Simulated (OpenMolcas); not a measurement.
# Fe2+: ligand-field states by method

Fe2+ with its 6 nearest fluoride ions at 2.054 Å, on the Mg site of KMgF3 (a = 3.973 Å, distance in the model lattice 1.986 Å). The rest of the host is ab initio model potentials to 7.6 Å, with orthogonalisation functions on the cations behind the ligands, and point charges beyond; the distance is set by hand and nothing relaxes. Ligand basis ANO-RCC-VDZP.
```
Fe    0.0000    0.0000    0.0000
F     2.0540    0.0000    0.0000
F     0.0000    2.0540    0.0000
F    -2.0540    0.0000    0.0000
F     0.0000   -2.0540    0.0000
F     0.0000    0.0000    2.0540
F     0.0000    0.0000   -2.0540
```

```json
{
  "Program": "OpenMolcas 26.06",
  "Basis": "ANO-RCC-VDZP [5s4p2d1f]",
  "Scalar Hamiltonian": "DKH2, point nucleus",
  "Active space": "6 electrons in 5 orbitals (3d)",
  "State averaging": "2S+1 = 5 even, 5 roots; 2S+1 = 3 even, 45 roots; 2S+1 = 1 even, 50 roots",
  "Spin-orbit coupling": "state interaction with AMFI integrals over the reference wave functions"
}
```

I. CASSCF
II. SS-CASPT2, IPEA 0.25 Eh, imaginary shift 0.1 Eh (closed shells correlated: 3s 3p and the ligand valence shells)

Spin-free states (labels of O, the rotations of Oh) in cm-1, each column counted from its own energy of the first state listed:

| State | Degeneracy | I | II |
| --- | --- | --- | --- |
| 5T2 | 3 | 0 | 0 |
| 5E | 2 | 8663 | 10340 |
| 3T1 | 3 | 16530 | 13740 |
| 3T2 | 3 | 19969 | 16480 |
| 1A1 | 1 | 20339 | 16520 |
| 3T1 | 3 | 23052 | 20960 |
| 3T2 | 3 | 25602 | 22300 |
| 3E | 2 | 26050 | 23720 |
| 1T1 | 3 | 26393 | 22970 |
| 3T1 | 3 | 26734 | 23270 |
| 3T2 | 3 | 30886 | 27360 |
| 3A2 | 1 | 31065 | 27690 |
| 1T2 | 3 | 31976 | 28290 |
| 3T1 | 3 | 32068 | 30910 |
| 3E | 2 | 32898 | 31470 |
| 1E | 2 | 34477 | 30900 |
| 1A1 | 1 | 35510 | 31030 |
| 3A1 | 1 | 35758 | 34100 |
| 1T2 | 3 | 37200 | 32870 |
| 3T2 | 3 | 37896 | 33710 |

From I to II, I's first state of the same spin (5E) moves from 8663 to 10340 cm-1, by about +1700 cm-1.

From I to II, I's first state of another spin (3T1) moves from 16530 to 13740 cm-1, by about -2800 cm-1.

χT at 300 K: I 4.08, II 4.06 cm3 K/mol.

Roots that are degenerate in the reference are averaged as groups; the widest CASPT2 spread within a group is 91 cm-1 (the 2-fold group of multiplicity 1 near 30900 cm-1 above the lowest state of its run, II). Shifts and gaps below about the spread of the groups concerned are not significant. Over all roots computed the reference weight is 0.73 to 0.75 in II; a low but even weight reflects the number of correlated electrons. An orbital triplet at a regular site is open to Jahn-Teller coupling, which can distort the site and quench the lowest spin-orbit gaps and is left out. Ligand-to-metal charge-transfer states are missing. Without dynamic correlation the repulsion within the d shell is too large (B by tens of per cent), so at a given field states of lower spin stand too high (holds for I). With no ligand orbital active B as a rule stays too high, so bands that hang on it stand too high and its fall with covalency is understated (holds for I). With metal d orbitals alone and no dynamic correlation 10Dq can be off by a tenth to a fifth, either way, in oxide and fluoride hosts (holds for I). A single d shell leaves out the double-shell effect, which counts most for late 3d ions, where the CASPT2 field can be off either way by tens of per cent (holds for II). These CASPT2 states fit no ligand-field parameters well, so their order and spin gaps are uncertain (holds for II). For late 3d ions with one d shell CASPT2 can put B and the spin-flip bands somewhat low as well as high (holds for II). With one d shell and no ligand orbital active, 10Dq can be off by tens of per cent for divalent 3d ions, low with halides held by bare charges and at times high in hosts (holds for II). Free-ion shares, where given, are those of the reference states; single-state CASPT2 does not remix them (holds for II). No measured value stands beside these numbers; the geometry was set by hand and not optimised.
